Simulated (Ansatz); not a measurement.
**Question.** Predict a relaxed structure of Tl₂F, charge 0, doublet, at PBE0-D4/def2-TZVP (Ansatz).

**Answer.** 
```xyz
3

Tl    1.3017   -1.1615    0.2680
Tl   -0.4559    1.7021    0.1007
F    -0.8458   -0.5407   -0.3687
```
Point group C2v (tolerance 0.1 Å). This is one stationary point.

In the def2 sets Tl takes a core potential; there is no spin–orbit coupling. The relaxation made no stability test and no search for a lower SCF solution. The structure comes from a short search, and lower isomers may exist.
